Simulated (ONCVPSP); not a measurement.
# What the settings do to the ONCV potential of oxygen

Base potential:

```json
{
 "Element": "oxygen (O)",
 "Generator": "ONCVPSP 4.0.1",
 "Type": "optimised norm-conserving Vanderbilt (ONCV)",
 "Functional": "PBE",
 "Relativity": "scalar-relativistic",
 "Frozen core": "[He]",
 "Valence charge": "6",
 "Reference configuration": "2s2 2p4",
 "Partial waves": "2s: rc 0.60 bohr, ncon 4, nbas 7, qcut 9.8 1/bohr, 1 projector; 2p: rc 1.45 bohr, ncon 4, nbas 8, qcut 11.3 1/bohr, 2 projectors, debl 3.1 Ha; d scattering state at 0.2 Ha: rc 1.25 bohr, ncon 4, nbas 7, qcut 8.3 1/bohr, 2 projectors, debl 3.9 Ha",
 "Local potential": "polynomial inside 0.40 bohr (lpopt 5, dvloc0 4 Ha)",
 "Core correction": "Teter function, fcfact 3, rcfact 1.7"
}
```

All-electron outer shells of the reference configuration (PBE, scalar-relativistic, ld1.x):

| shell | level (eV) | outermost node (bohr) | outermost maximum (bohr) |
| --- | --- | --- | --- |
| 1s | -514.70 | – | 0.13 |
| 2s | -23.96 | 0.28 | 0.87 |
| 2p | -9.03 | – | 0.82 |

Cutoffs, loose and tight: the cutoffs (Ha) at which the residual kinetic energy of the hardest occupied pseudo-wave falls to 1 and 0.1 mHa per electron. They do not see the model core or the augmentation charge, which bear on the density cutoff. Test errors are all-electron minus pseudo excitation energies from the reference, over the configurations 2s2 2p3; 2s2 2p2; 2s2 2p1; 2s2 2p3.5. A dash means not determined; rows that change the core or the reference have their own tests.

A true bound ghost makes a file unfit for plane-wave use even where its test errors are small: the radial tests pick states by their node count and pass the ghost by.

```tsv
change	outcome	cutoff, loose	cutoff, tight	bound ghosts	GHOST(+) flags above zero	largest test error (meV)
base	generated	267 Ha	345 Ha	none	d	+512
p: nbas 9	generated	267 Ha	345 Ha	none	d	+512
core correction Teter function, fcfact 3, rcfact 1.72	generated	267 Ha	345 Ha	none	d	+509
core correction Teter function, fcfact 1.2, rcfact 1.7	generated	267 Ha	345 Ha	none	d	+506
local potential polynomial inside 0.40 bohr (lpopt 5, dvloc0 7.5 Ha)	generated	267 Ha	345 Ha	none	none	+509
s: qcut 14.9	generated	103 Ha	305 Ha	none	d	+520
```

(1) What comes out with this change to the base: functional PBEsol?

(2) What comes out with this change to the base: s: nproj 2?

## Answers

(1) outcome: generated; cutoff, loose: 268 Ha; cutoff, tight: 345 Ha; bound ghosts: none; GHOST(+) flags above zero: d; largest test error (meV): +460.

(2) outcome: generated; cutoff, loose: 267 Ha; cutoff, tight: 345 Ha; bound ghosts: s; GHOST(+) flags above zero: d; largest test error (meV): +454.
